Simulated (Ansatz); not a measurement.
Total energies of GeCl2(NHtBu)2 (C₈H₂₀Cl₂GeN₂) from Ansatz at PBE0-D4/def2-SVP, gas phase (1 Eh = 27.2114 eV = 2625.5 kJ/mol). The reference geometry is relaxed at PBE-D4/def2-SVP.

```csv
state,geometry,energy (Eh)
charge 0 singlet,reference,-3422.04220
charge 1 doublet,reference,-3421.72629
free Ge atom (triplet),–,-2076.39507
free Cl atom (doublet),–,-459.83853
free N atom (quartet),–,-54.47898
free C atom (triplet),–,-37.76066
free H atom (doublet),–,-0.50029
```

Work out the vertical ionisation energy to the doublet.

E(charge 1 doublet) − E(charge 0 singlet) = -3421.72629 − (-3422.04220) = 0.31591 Eh = 8.60 eV. For comparison, −ε of the highest occupied level is 7.03 eV at this level, 1.57 eV less.

What is the binding energy per atom against free atoms?

Atoms: 1 × (-2076.39507) + 2 × (-459.83853) + 2 × (-54.47898) + 8 × (-37.76066) + 20 × (-0.50029) = -3417.12117 Eh. Binding: -3417.12117 − (-3422.04220) = 4.92103 Eh = 133.91 eV, or 4.06 eV for each of 33 atoms (no zero-point energy, no counterpoise term).
